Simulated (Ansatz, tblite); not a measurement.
Cost and result up the ladder for ZrTe₂⁻ (3 atoms). Total charge -1; doublet. Geometry: r2SCAN-D4/def2-TZVPD.

```csv
atom,x (Å),y (Å),z (Å)
Zr1,0.0347,0.8706,0.2295
Te2,2.1267,-0.3550,-0.7439
Te3,-2.1615,-0.5156,0.5144
```

Ansatz on 4 threads of Arm Neoverse V2 on a shared host; xTB runs through tblite on one thread. Times are rough, summed over both states, and most runs start from the orbitals of an earlier one. PBE0-D4/def2-TZVPD serves as the yardstick here, not as an exact answer. The other state is a singlet.

In the def2 sets Te, Zr take a core potential; there is no spin–orbit coupling. The xTB rows come from tblite. The structure comes from a short search, and lower isomers may exist.

Raw xTB energies of ions are shifted by several eV, and xTB has no spin-polarisation term.

| level | functions | wall time | vertical IE (eV) | difference from PBE0-D4/def2-TZVPD (eV) |
| --- | --- | --- | --- | --- |
| GFN1-xTB | 27 | 0.005 s | 5.81 | 3.33 |
| GFN2-xTB | 27 | 0.008 s | 4.80 | 2.32 |
| PBE-D4/def2-TZVPD | 158 | 4.7 s | 2.32 | -0.16 |
| PBE0-D4/def2-TZVPD | 158 | 6.9 s | 2.48 | 0.00 |
| r2SCAN-D4/def2-TZVPD | 158 | 12 s | 2.45 | -0.03 |
